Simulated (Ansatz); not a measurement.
A nudged elastic band was laid between two geometries of CH3I + Cl (6 atoms, charge -1, multiplicity 1).

All numbers below come from RKS PBE0-D4/def2-SVP (Ansatz).

```json
{
 "movable images": "9",
 "climbing image": "yes",
 "spring": "5.0 eV/Å²",
 "optimiser": "quadratic models (default)",
 "start path": "through a guess of the saddle point",
 "force threshold": "0.03 eV/Å",
 "iteration limit": "53",
 "end points": "relaxed"
}
```

Image 0:

```xyz
6
Properties=species:S:1:pos:R:3
I -2.372 -0.079 0.873
C -0.168 -0.006 0.062
Cl 2.345 0.078 -0.862
H 0.112 -1.055 0.008
H -0.273 0.490 -0.900
H 0.357 0.571 0.820
```

Image 10:

```xyz
6
Properties=species:S:1:pos:R:3
I -2.897 -0.096 1.064
C 0.445 0.015 -0.163
Cl 2.140 0.071 -0.788
H 0.150 -1.028 -0.006
H -0.227 0.480 -0.892
H 0.389 0.558 0.785
```

**Question.** What changes between the two ends?

**Answer.** Bonds broken: I1–C2. Bonds formed: C2–Cl3. CH3I + Cl becomes CH3Cl + I.

**Question.** What energy profile does the band end with?

**Answer.** The run converged. The highest image is number 0 of 0 to 10, 0.0 kJ/mol above the first end and 84.4 kJ/mol above the last; the last end lies 84.4 kJ/mol below the first. The highest image is an end point: on this band no image between the ends rises above it. The orbitals stay closed-shell, which can raise the energy where a bond breaks towards radicals; this wasn't checked here. Limits of this set-up: an anion without diffuse functions, the dipole of an ion depends on the origin.

| image | path coordinate (Å) | energy (kJ/mol) | I1–C2 (Å) | C2–Cl3 (Å) |
| --- | --- | --- | --- | --- |
| 0 | 0.00 | 0.0 | 2.35 | 2.68 |
| 1 | 0.04 | 0.0 | 2.39 | 2.62 |
| 2 | 0.16 | -1.5 | 2.52 | 2.48 |
| 3 | 0.27 | -8.7 | 2.65 | 2.34 |
| 4 | 0.38 | -23.5 | 2.78 | 2.20 |
| 5 | 0.49 | -44.1 | 2.91 | 2.07 |
| 6 | 0.60 | -64.7 | 3.04 | 1.93 |
| 7 | 0.71 | -76.9 | 3.18 | 1.84 |
| 8 | 0.82 | -81.6 | 3.32 | 1.82 |
| 9 | 0.93 | -83.8 | 3.44 | 1.81 |
| 10 | 1.04 | -84.4 | 3.56 | 1.81 |

The run took 2.8 min on 1 thread of Intel(R) Xeon(R) Platinum 8488C (Sapphire Rapids), on a shared host, peak memory 0.25 GiB.
